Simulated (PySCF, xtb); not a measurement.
SiHCl, SMILES [SiH]Cl (connectivity only; charge and spin as stated), neutral, multiplicity 1.

GFN2-xTB (xtb) at its own geometry gives an orbital gap of 2.37 eV and a dipole moment of 1.29 D.

The structure is a stationary point at r2SCAN-D4/def2-TZVP. The isomer is the one that the SMILES or the coordinates give; other isomers of the formula were not compared.

What does M06-2X/def2-TZVPD in PySCF give? (An estimate is asked for; the answer gives what the named calculation found.)

gap 5.95 eV (levels -8.05 and -2.10 eV), dipole 1.19 D.
